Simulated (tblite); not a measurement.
C₃H₉BF₂Si.
Numbering: `[CH3:1][C@H:2]([F:3])[CH2:4][BH:5][SiH2:6][F:7]` (hydrogens: H8, H9, H10 on C1; H11 on C2; H12, H13 on C4; H14 on B5; H15, H16 on Si6)

Computed with GFN2-xTB (tblite), gas phase: L-BFGS steps from a force-field or distance-geometry start until the largest atomic force falls under 0.01 eV/Å.

Step 43: E = -639.1367 eV
```
atom  x, y, z in Å  |  force x, y, z in eV/Å
C1     -2.5865   -0.2878    0.3509   -0.008   0.010  -0.038
C2     -1.2650   -0.7164   -0.2691   -0.027   0.007  -0.001
F3     -0.8796   -1.9121    0.3282    0.031   0.032  -0.010
C4     -0.1468    0.3109   -0.0693   -0.036  -0.027   0.023
B5      1.2499   -0.1100   -0.6687   -0.021  -0.001   0.038
Si6     2.9154    0.5484    0.1329    0.029  -0.010  -0.012
F7      2.7598    2.1558    0.3542    0.002  -0.021  -0.007
H8     -2.9494    0.6120   -0.1365    0.014   0.041   0.009
H9     -2.4491   -0.0931    1.4131   -0.035  -0.010  -0.036
H10    -3.3327   -1.0697    0.2295    0.030  -0.028   0.034
H11    -1.3834   -0.9551   -1.3342   -0.040  -0.002   0.010
H12    -0.1063    0.5621    0.9940    0.036   0.005   0.006
H13    -0.4599    1.2321   -0.5750    0.029  -0.029  -0.004
H14     1.2308   -0.8230   -1.6006    0.041   0.003   0.015
H15     3.2421    0.0889    1.4877   -0.031  -0.011  -0.024
H16     4.1531    0.4659   -0.6486   -0.015   0.041  -0.003
```

Step 44: E = -639.1374 eV
```
atom  x, y, z in Å  |  force x, y, z in eV/Å
C1     -2.5867   -0.2847    0.3512    0.007   0.005  -0.032
C2     -1.2672   -0.7179   -0.2692    0.018   0.014  -0.005
F3     -0.8822   -1.9135    0.3282    0.017   0.022  -0.005
C4     -0.1457    0.3063   -0.0698   -0.003  -0.015   0.014
B5      1.2522   -0.1135   -0.6717   -0.047  -0.006   0.030
Si6     2.9161    0.5495    0.1312   -0.021  -0.014  -0.027
F7      2.7494    2.1545    0.3580    0.006  -0.004  -0.007
H8     -2.9470    0.6149   -0.1383    0.006   0.041   0.006
H9     -2.4463   -0.0873    1.4123   -0.035  -0.005  -0.025
H10    -3.3344   -1.0654    0.2350    0.019  -0.032   0.024
H11    -1.3848   -0.9570   -1.3343   -0.048  -0.001   0.012
H12    -0.1004    0.5560    0.9941    0.024  -0.001  -0.007
H13    -0.4575    1.2294   -0.5733    0.031  -0.033   0.001
H14     1.2338   -0.8266   -1.6045    0.039   0.013   0.031
H15     3.2370    0.0880    1.4846   -0.016  -0.023   0.008
H16     4.1561    0.4762   -0.6449    0.004   0.039  -0.018
```

Step 45: E = -639.1380 eV
```
atom  x, y, z in Å  |  force x, y, z in eV/Å
C1     -2.5867   -0.2818    0.3509    0.013   0.001  -0.016
C2     -1.2690   -0.7191   -0.2693    0.044   0.014  -0.006
F3     -0.8843   -1.9143    0.3283    0.003   0.007   0.002
C4     -0.1447    0.3017   -0.0700    0.028  -0.001   0.004
B5      1.2534   -0.1168   -0.6738   -0.048  -0.010   0.018
Si6     2.9163    0.5502    0.1294   -0.056  -0.014  -0.031
F7      2.7402    2.1532    0.3610    0.008   0.007  -0.007
H8     -2.9446    0.6182   -0.1396   -0.002   0.030   0.002
H9     -2.4443   -0.0822    1.4110   -0.030   0.002  -0.010
H10    -3.3353   -1.0621    0.2403    0.009  -0.028   0.008
H11    -1.3873   -0.9586   -1.3342   -0.047   0.001   0.008
H12    -0.0947    0.5503    0.9941    0.007  -0.005  -0.011
H13    -0.4546    1.2262   -0.5720    0.030  -0.026   0.002
H14     1.2371   -0.8291   -1.6077    0.033   0.017   0.039
H15     3.2324    0.0868    1.4821   -0.005  -0.031   0.027
H16     4.1586    0.4863   -0.6418    0.015   0.035  -0.028
```

Step 46: E = -639.1386 eV
```
atom  x, y, z in Å  |  force x, y, z in eV/Å
C1     -2.5865   -0.2785    0.3502    0.013  -0.001   0.005
C2     -1.2702   -0.7199   -0.2696    0.048   0.009  -0.004
F3     -0.8867   -1.9149    0.3286   -0.008  -0.009   0.007
C4     -0.1432    0.2969   -0.0702    0.045   0.012  -0.005
B5      1.2539   -0.1204   -0.6759   -0.025  -0.011   0.004
Si6     2.9154    0.5513    0.1266   -0.064  -0.010  -0.018
F7      2.7309    2.1524    0.3643    0.008   0.011  -0.008
H8     -2.9424    0.6223   -0.1409   -0.008   0.009  -0.002
H9     -2.4428   -0.0769    1.4093   -0.023   0.010   0.007
H10    -3.3355   -1.0594    0.2456    0.003  -0.015  -0.012
H11    -1.3909   -0.9600   -1.3339   -0.038   0.002   0.001
H12    -0.0880    0.5441    0.9939   -0.011  -0.007  -0.008
H13    -0.4513    1.2225   -0.5704    0.026  -0.007   0.000
H14     1.2409   -0.8326   -1.6097    0.022   0.011   0.036
H15     3.2269    0.0842    1.4791    0.001  -0.033   0.030
H16     4.1618    0.4978   -0.6384    0.011   0.031  -0.033
```

**Question.** Estimate the geometry and energy of step 47. (The exact step hangs on the optimiser's Hessian estimate; all steps are aligned on step 46, rigid shifts and turns removed.)

**Answer.** E = -639.1391 eV, largest force 0.042 eV/Å
```
atom  x, y, z in Å  |  force x, y, z in eV/Å
C1     -2.5862   -0.2763    0.3495    0.010  -0.001   0.018
C2     -1.2702   -0.7198   -0.2697    0.028   0.001   0.000
F3     -0.8887   -1.9150    0.3293   -0.011  -0.017   0.007
C4     -0.1414    0.2940   -0.0704    0.036   0.013  -0.009
B5      1.2538   -0.1227   -0.6772    0.007  -0.008  -0.003
Si6     2.9136    0.5526    0.1236   -0.038  -0.007   0.004
F7      2.7256    2.1528    0.3664    0.006   0.007  -0.008
H8     -2.9418    0.6251   -0.1416   -0.008  -0.012  -0.004
H9     -2.4425   -0.0736    1.4082   -0.016   0.015   0.017
H10    -3.3348   -1.0583    0.2484    0.003  -0.001  -0.025
H11    -1.3939   -0.9606   -1.3335   -0.024   0.004  -0.002
H12    -0.0828    0.5398    0.9936   -0.022  -0.005  -0.001
H13    -0.4487    1.2201   -0.5690    0.023   0.012  -0.003
H14     1.2441   -0.8362   -1.6090    0.012  -0.003   0.020
H15     3.2220    0.0805    1.4761    0.001  -0.026   0.018
H16     4.1643    0.5064   -0.6362   -0.005   0.028  -0.031
```

The energy changes by -0.0005 eV. The first-order estimate −F·Δx gives -0.0007 eV and the mean of the old and new forces, exact on a quadratic surface, -0.0005 eV. The step makes an angle of 75° with the force vector and moves no atom by more than 0.009 Å.

What follows is the cost of the whole relaxation. Time: 0.82 s of wall time. Hardware: an Arm Neoverse V1 with one thread, on a shared host.
